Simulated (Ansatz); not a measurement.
The same path of CH3F2GaS (8 atoms, charge 0, multiplicity 1) was run 3 times with different band settings. The coordinate that changes most is the dihedral H6–C1–S2–Ga3.

All numbers below come from RKS PBE0-D4/def2-SVP in Ansatz 0.2.0.

Relaxed end points:

```xyz
8
Properties=species:S:1:pos:R:3
C -0.579 -0.755 1.006
S 0.463 0.755 1.044
Ga 0.762 1.013 -1.080
F 0.029 -0.131 -2.180
F 1.684 2.284 -1.826
H -0.757 -1.096 -0.021
H -0.064 -1.544 1.570
H -1.538 -0.525 1.488
```

```xyz
8
Properties=species:S:1:pos:R:3
C -0.721 -0.684 0.964
S -0.123 1.049 0.872
Ga 0.856 0.966 -1.052
F 0.857 -0.543 -1.935
F 1.667 2.291 -1.831
H -1.817 -0.671 1.027
H -0.413 -1.264 0.085
H -0.306 -1.143 1.870
```

Common settings: spring 5.0 eV/Å²; start path through a guess of the saddle point; force threshold 0.03 eV/Å; iteration limit 60; end points relaxed.

| run | movable images | climbing image | optimiser | largest step |
| --- | --- | --- | --- | --- |
| 1 | 7 | yes | quadratic models (default) | default |
| 2 | 2 | no | quadratic models (default) | default |
| 3 | 7 | yes | lbfgs | 0.02 Å |

Problem. What does each run give, and how far can it be trusted?

Solution. Run 1: converged after 11 iterations, highest image 0.012 eV above the first end. A vibrational analysis at the climbing image gives one clearly imaginary mode, 46i cm⁻¹: a first-order saddle point.
Run 2: converged after 10 iterations, highest image 0.011 eV above the first end. No image climbed, so the highest image needn't sit at the top of the path. So few images can step over the top or miss a turn of the path.
Run 3: converged after 50 iterations, highest image 0.013 eV above the first end. Another band between the same ends (7 images) ends at a top of the same energy, where a vibrational analysis finds 1 clearly imaginary mode.
